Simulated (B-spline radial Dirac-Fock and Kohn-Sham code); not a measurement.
**Total conversion coefficients of Er against transition energy**

The computed values come from a radial B-spline solver: a Dirac-Hartree-Slater potential of the neutral atom with a Latter tail (no hole, which puts coefficients of high multipoles low close above an edge), finite nucleus with surface currents. Subshells within 1 keV of threshold and pair formation are left out.

| energy (keV) | E1 | E3 | E4 | M2 | M3 | M5 |
| --- | --- | --- | --- | --- | --- | --- |
| 13.4 | 14.6 | 7.94e+06 | 8.10e+08 | 65400 | 2.65e+07 | 3.78e+11 |
| 14.1 | 12.7 | 5.84e+06 | 5.64e+08 | 51200 | 1.90e+07 | 2.42e+11 |
| 20 | 4.92 | 710000 | 4.91e+07 | 9720 | 1.92e+06 | 1.19e+10 |
| 21.6 | 3.99 | 447000 | 2.89e+07 | 6760 | 1.17e+06 | 6.20e+09 |
| 22.2 | 3.70 | 379000 | 2.39e+07 | 5950 | 982000 | 4.92e+09 |
| 25.9 | 2.42 | 151000 | 8.32e+06 | 2890 | 367000 | 1.34e+09 |
| 26.5 | 2.27 | 131000 | 7.12e+06 | 2600 | 317000 | 1.11e+09 |
| 28.8 | 1.80 | 79800 | 4.03e+06 | 1770 | 187000 | 5.54e+08 |
| 48 | 0.435 | 3830 | 127000 | 174 | 8090 | 8.52e+06 |
| 49.1 | 0.409 | 3350 | 109000 | 157 | 7070 | 7.10e+06 |
| 50 | 0.388 | 3010 | 96100 | 145 | 6340 | 6.14e+06 |
| 75.1 | 0.693 | 281 | 6300 | 80.1 | 812 | 252000 |
| 92.8 | 0.397 | 85.0 | 1560 | 35.8 | 299 | 51600 |
| 100 | 0.326 | 56.3 | 955 | 27.0 | 212 | 29900 |
| 104 | 0.294 | 45.4 | 740 | 23.3 | 177 | 22600 |
| 174 | 0.0752 | 3.22 | 29.2 | 3.57 | 18.4 | 716 |
| 200 | 0.0522 | 1.67 | 12.8 | 2.19 | 10.3 | 304 |
| 211 | 0.0454 | 1.31 | 9.44 | 1.82 | 8.23 | 221 |
| 219 | 0.0413 | 1.11 | 7.65 | 1.60 | 7.06 | 177 |
| 254 | 0.0282 | 0.583 | 3.38 | 0.964 | 3.87 | 75.3 |
| 319 | 0.0160 | 0.233 | 1.05 | 0.453 | 1.58 | 21.5 |
| 332 | 0.0145 | 0.200 | 0.868 | 0.398 | 1.35 | 17.4 |
| 395 | 0.00960 | 0.106 | 0.391 | 0.229 | 0.703 | 7.08 |
| 458 | 0.00683 | 0.0642 | 0.209 | 0.145 | 0.410 | 3.40 |
| 485 | 0.00601 | 0.0534 | 0.166 | 0.122 | 0.334 | 2.58 |
| 491 | 0.00584 | 0.0513 | 0.158 | 0.117 | 0.320 | 2.43 |
| 500 | 0.00561 | 0.0485 | 0.147 | 0.111 | 0.300 | 2.23 |
| 1000 | 0.00137 | 0.00735 | 0.0153 | 0.0155 | 0.0313 | 0.116 |
| 2000 | 0.000416 | 0.00163 | 0.00273 | 0.00268 | 0.00457 | 0.0110 |

Task: How fast do they fall between 500 and 2000 keV?

Result: As powers of the energy: E1 E^-1.88, E3 E^-2.45, E4 E^-2.88, M2 E^-2.68, M3 E^-3.02, M5 E^-3.83. Within one type (E or M) the higher multipoles fall faster.
